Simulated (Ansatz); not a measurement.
Basis-set extrapolation for `CB[SiH2][AlH2]` (PBE0-D4/def2-TZVP geometry, frozen core, Ansatz 0.2.0). Multiplicity 1, RHF reference.

|  | def2-TZVPP | def2-QZVPP |
| --- | --- | --- |
| HF | -598.061886 | -598.080834 |
| MP2 correlation | -0.485739 | -0.518018 |
| CCSD(T) correlation | -0.571753 | not run |

Energies in hartree. Use E(X) = E(∞) + A·exp(−7.88·√X) for Hartree–Fock and E(X) = E(∞) + B·X^(−2.97) for correlation, with X = 3 and 4, and add CCSD(T) minus MP2 of the smaller set to the MP2 limit.

Problem. What is the CCSD(T) energy at the basis-set limit?

Solution. HF limit: -598.080834 + (-0.018948) × 0.13774 = -598.08344. MP2 limit: -0.518018 + (-0.032279) × 0.74074 = -0.54193. Higher-order term: -0.571753 − (-0.485739) = -0.08601. Total: -598.71138 hartree, 204.1 kJ/mol below CCSD(T)/def2-TZVPP.
